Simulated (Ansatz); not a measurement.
Total energies of In(PF3)Br3 (InPBr₃F₃) from Ansatz at PBE0-D4/def2-SVP, gas phase (1 Eh = 27.2114 eV = 2625.5 kJ/mol). The reference geometry is relaxed at B3LYP-D4/def2-SVP.

```csv
state,geometry,energy (Eh)
charge 0 singlet,reference,-8551.16621
charge 1 doublet,reference,-8550.78729
charge -1 doublet,reference,-8551.20995
free In atom (doublet),–,-190.10951
free P atom (quartet),–,-341.02153
free F atom (doublet),–,-99.54906
free Br atom (doublet),–,-2573.49923
```

In the def2 sets In takes a core potential; there is no spin–orbit coupling.

**Question.** Work out the vertical ionisation energy to the doublet.

**Answer.** E(charge 1 doublet) − E(charge 0 singlet) = -8550.78729 − (-8551.16621) = 0.37892 Eh = 10.31 eV. For comparison, −ε of the highest occupied level is 8.50 eV at this level, 1.81 eV less.

**Question.** Work out the vertical electron affinity, to the doublet.

**Answer.** E(charge 0 singlet) − E(charge -1 doublet) = -8551.16621 − (-8551.20995) = 0.04374 Eh = 1.19 eV. The basis lacks diffuse functions, which makes affinities too small.

**Question.** Give the fundamental gap IE − EA, the Mulliken electronegativity (IE + EA)/2 and the hardness (IE − EA)/2.

**Answer.** From the values in Eh: IE − EA = 0.37892 − 0.04374 = 0.33518 Eh = 9.12 eV; (IE + EA)/2 = 5.75 eV; (IE − EA)/2 = 4.56 eV. The HOMO–LUMO gap of the same run is 5.59 eV, 3.53 eV smaller than the fundamental gap.

**Question.** What is the binding energy per atom against free atoms?

**Answer.** Atoms: 1 × (-190.10951) + 1 × (-341.02153) + 3 × (-99.54906) + 3 × (-2573.49923) = -8550.27591 Eh. Binding: -8550.27591 − (-8551.16621) = 0.89030 Eh = 24.23 eV, or 3.03 eV for each of 8 atoms (no zero-point energy, no counterpoise term).

At PBE0-D4/def2-SVP the highest occupied level of the charge -1 doublet lies above zero (up to 0.55 eV). By energy differences its removal costs 1.19 eV (vertical, to the charge 0 singlet, at PBE0-D4/def2-SVP); self-interaction error and the lack of diffuse functions both raise the level.
